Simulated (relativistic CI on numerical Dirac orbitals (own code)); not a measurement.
# Energy levels of Cd31+

These numbers are calculated, not measured: Dirac-Coulomb-Breit CI, orbitals from a KLI potential per configuration, model QED (radiative potential, 1s self-energy scaled to tabulated hydrogen-like ionisation energies), unscaled Slater integrals (own radial code, finite nucleus).

CI space (outside the closed core [Ne]): 3s²3p⁵, 3s3p⁶, 3s²3p⁴3d, 3s3p⁵3d, 3p⁶3d, 3s3p⁴3d², 3s²3p³3d4p, 3p⁶4s, 3s3p⁴3d4s, 3s²3p⁴4s, 3p⁶4p, 3s²3p⁴4p, 3s²3p³3d², 3s²3p²3d³, 3s3p³3d³, 3s²3p²3d²4s, 3s²3p²3d²4p. Double excitations out of closed p, d and f shells are left out; levels of such configurations are missing from the list, as are those of other unlisted configurations, and high levels can miss mixing partners.

The lowest level is 3s²3p⁵ ²P°3/2, with 98 % of that term; Hund's rules for 3s²3p⁵ give ²P° with J = 3/2, in agreement.

```csv
No.,Configuration,Term,J,E (cm⁻¹),%,Lifetime (s),jj configuration (%)
1,3s²3p⁵,²P°,3/2,0,98,,3p3/2^3 (98)
2,3s²3p⁵,²P°,1/2,356160,98,1.24e-06,3p1/2 3p3/2^4 (98)
3,3s3p⁶,²S,1/2,1046977,44,9.21e-11,3s (44)
4,3p⁴(3P)3d,⁴D,3/2,1072062,46,2.17e-09,3p3/2^2 3d3/2 (96)
5,3p⁴(3P)3d,⁴D,5/2,1081584,58,1.04e-06,3p3/2^2 3d3/2 (81)
6,3p⁴(1D)3d,²P,1/2,1113612,51,1.31e-10,3p3/2^2 3d5/2 (45)
7,3p⁴(3P)3d,⁴D,7/2,1115140,37,9.15e-04,3p3/2^2 3d3/2 (70)
8,3p⁴(3P)3d,²F,7/2,1167423,50,2.23e-04,3p3/2^2 3d5/2 (68)
9,3p⁴(3P)3d,⁴F,9/2,1178635,73,3.69e-04,3p3/2^2 3d5/2 (98)
10,3p⁴(1S)3d,²D,3/2,1192634,51,9.08e-10,3p3/2^2 3d3/2 (82)
11,3p⁴(3P)3d,⁴P,1/2,1289414,52,1.26e-11,3p3/2^2 3d5/2 (39)
12,3p⁴(1S)3d,²D,5/2,1297689,46,7.17e-10,3p3/2^2 3d5/2 (93)
13,3p⁴(1D)3d,²D,3/2,1313773,37,1.86e-11,3p3/2^2 3d5/2 (68)
14,3p⁴(1D)3d,²F,5/2,1323891,32,1.61e-11,3p3/2^2 3d5/2 (61)
15,3p⁴(3P)3d,⁴D,1/2,1379378,71,5.12e-10,3p1/2 3p3/2^3 3d3/2 (93)
16,3p⁴(3P)3d,⁴D,3/2,1425960,35,1.21e-08,3p1/2 3p3/2^3 3d3/2 (85)
17,3p⁴(1D)3d,²F,5/2,1485936,38,6.73e-11,3p1/2 3p3/2^3 3d3/2 (89)
18,3p⁴(1D)3d,²G,7/2,1487314,57,2.45e-06,3p1/2 3p3/2^3 3d3/2 (84)
19,3p⁴(3P)3d,²F,7/2,1498210,40,1.56e-06,3p1/2 3p3/2^3 3d5/2 (81)
20,3p⁴(1D)3d,²P,3/2,1530811,47,4.13e-10,3p1/2 3p3/2^3 3d5/2 (95)
21,3p⁴(3P)3d,²F,5/2,1554797,51,2.03e-09,3p1/2 3p3/2^3 3d5/2 (93)
22,3p⁴(1D)3d,²G,9/2,1558174,72,2.28e-06,3p1/2 3p3/2^3 3d5/2 (98)
23,3p⁴(1D)3d,²D,5/2,1592137,50,1.60e-10,3p1/2 3p3/2^3 3d5/2 (93)
24,3p⁴(1D)3d,²F,7/2,1636729,82,1.70e-06,3p1/2 3p3/2^3 3d5/2 (96)
25,3p⁴(1D)3d,²P,3/2,1661285,64,2.59e-12,3p1/2 3p3/2^3 3d3/2 (50)
26,3p⁴(1D)3d,²S,1/2,1673879,49,1.34e-12,3p1/2 3p3/2^3 3d3/2 (64)
27,3p⁴(3P)3d,²D,5/2,1683856,76,1.73e-12,3p1/2 3p3/2^3 3d3/2 (76)
28,3p⁴(1D)3d,²D,3/2,1742865,72,3.91e-12,3p1/2 3p3/2^3 3d5/2 (42)
29,3p⁴(3P)3d,²P,1/2,1821445,80,2.23e-12,3p1/2 3p3/2^3 3d5/2 (81)
30,3p⁴(1S)3d,²D,5/2,1962652,49,5.17e-10,3p3/2^4 3d5/2 (93)
31,3p⁴(3P)3d,²D,3/2,2018564,70,1.97e-12,3p3/2^4 3d3/2 (75)
32,3s3p⁵3d,⁴P°,1/2,2112264,75,4.03e-11,3s 3p3/2^3 3d3/2 (75)
33,3s3p⁵3d,⁴P°,3/2,2134459,56,5.78e-11,3s 3p3/2^3 3d3/2 (56)
34,3s3p⁵3d,⁴P°,5/2,2184218,27,7.05e-11,3s 3p3/2^3 3d3/2 (39)
35,3p³(4S°)3d²(3F),⁶F°,1/2,2189589,30,1.92e-10,3p3/2 3d3/2^2 (71)
36,3s3p⁵3d,⁴F°,7/2,2198782,36,5.30e-11,3s 3p3/2^3 3d3/2 (49)
37,3p³(4S°)3d²(3F),⁶F°,3/2,2206291,27,1.22e-10,3p3/2 3d3/2^2 (72)
38,3p³(2P°)3d²(3F),⁴F°,5/2,2206491,23,8.99e-11,3p3/2 3d3/2^2 (52)
39,3s3p⁵3d,⁴F°,9/2,2234982,57,4.36e-11,3s 3p3/2^3 3d5/2 (57)
40,3p³(4S°)3d²(3F),⁶F°,7/2,2240721,20,7.59e-11,3p3/2 3d3/2^2 (44)
41,3s3p⁵3d,⁴P°,5/2,2263055,22,3.29e-11,3s 3p3/2^3 3d5/2 (38)
42,3s²3p³3d²,⁴D°,3/2,2264298,15,8.50e-11,3p3/2 3d3/2^2 (35)
43,3p³(2P°)3d²(3P),⁴D°,7/2,2290010,23,1.47e-10,3p3/2 3d3/2 3d5/2 (56)
44,3p³(4S°)3d²(3F),⁶F°,9/2,2307224,32,2.76e-11,3p3/2 3d3/2 3d5/2 (56)
45,3p³(4S°)3d²(3F),⁶F°,11/2,2318191,47,1.34e-09,3p3/2 3d3/2 3d5/2 (46)
46,3s3p⁵3d,⁴F°,3/2,2327654,32,1.35e-11,3s 3p3/2^3 3d3/2 (33)
47,3p³(4S°)3d²(3P),⁶P°,5/2,2330322,29,1.03e-10,3p3/2 3d3/2 3d5/2 (66)
48,3s3p⁵3d,²F°,7/2,2336452,34,3.25e-11,3s 3p3/2^3 3d5/2 (49)
49,3p³(4S°)3d²(3F),⁶F°,1/2,2336572,32,1.83e-11,3p3/2 3d3/2 3d5/2 (37)
50,3s3p⁵3d,²D°,5/2,2337723,34,2.81e-11,3s 3p3/2^3 3d3/2 (33)
51,3p³(4S°)3d²(3P),⁶P°,3/2,2351744,35,2.38e-11,3p3/2 3d3/2 3d5/2 (32)
52,3p³(4S°)3d²(3P),⁴P°,1/2,2354387,48,2.20e-11,3p3/2 3d3/2 3d5/2 (47)
53,3p³(2P°)3d²(3F),²G°,7/2,2367021,15,3.19e-11,3p3/2 3d3/2 3d5/2 (43)
54,3p³(2D°)3d²(3F),⁴G°,5/2,2377468,27,1.40e-11,3p3/2 3d3/2 3d5/2 (44)
55,3p³(2D°)3d²(3F),⁴H°,7/2,2400206,19,1.27e-11,3p3/2 3d3/2 3d5/2 (34)
56,3s3p⁵3d,²D°,3/2,2402056,25,1.62e-11,3s 3p3/2^3 3d5/2 (41)
57,3s3p⁵3d,⁴D°,1/2,2415656,30,1.37e-11,3p3/2 3d5/2^2 (34)
58,3s²3p³3d²,⁴F°,3/2,2426623,19,1.73e-11,3p3/2 3d3/2 3d5/2 (46)
59,3s3p⁵3d,²F°,5/2,2441660,22,1.12e-11,3s 3p3/2^3 3d5/2 (31)
60,3s3p⁵3d,⁴D°,7/2,2445911,21,1.40e-11,3p3/2 3d5/2^2 (26)
61,3p³(4S°)3d²(1G),⁴G°,9/2,2450705,36,2.13e-11,3p3/2 3d5/2^2 (50)
62,3s²3p³3d²,⁴P°,5/2,2455430,19,1.13e-11,3p3/2 3d5/2^2 (32)
63,3s3p⁵3d,⁴D°,3/2,2461758,22,1.26e-11,3p3/2 3d3/2 3d5/2 (26)
64,3p³(2P°)3d²(1G),²H°,11/2,2480221,32,3.39e-11,3p3/2 3d3/2 3d5/2 (48)
65,3p³(4S°)3d²(1D),⁴D°,5/2,2482506,27,1.42e-11,3p3/2 3d3/2 3d5/2 (48)
66,3p³(2D°)3d²(3F),⁴H°,9/2,2492389,38,1.21e-11,3p3/2 3d3/2 3d5/2 (52)
67,3p³(2D°)3d²(3F),⁴G°,7/2,2501597,28,2.54e-11,3p3/2 3d5/2^2 (37)
68,3p³(4S°)3d²(3F),⁴F°,3/2,2515557,21,1.99e-11,3s 3p1/2 3p3/2^4 3d3/2 (30)
69,3p³(4S°)3d²(1D),⁴D°,1/2,2522751,50,9.07e-12,3p3/2 3d3/2 3d5/2 (31)
70,3p³(4S°)3d²(1G),⁴G°,5/2,2551574,31,1.97e-11,3p1/2 3p3/2^2 3d3/2 3d5/2 (46)
```

Energies count from the lowest computed level; ° marks odd parity; lifetimes are radiative, by E1, M1, E2, M2, E3 decay to levels of this space only. Percentages are summed over parent terms; the parents shown are those of the largest component, closed shells are left out there. Filled j subshells are mostly left out of the jj labels.

The mean weight of the leading LS term, summed over parents, in these 70 levels is 43 %, and that of the leading jj configuration (from the same eigenvectors) 60 %, so jj coupling describes them better and the LS labels are nominal.

At this charge energies of transitions that change n are usually good to better than 1 %, and those within a shell (Δn = 0) to a few per cent.

LS names give the leading component of a level, which can be under half, so a name can repeat, a term be missing and a line seem to break the LS rules.
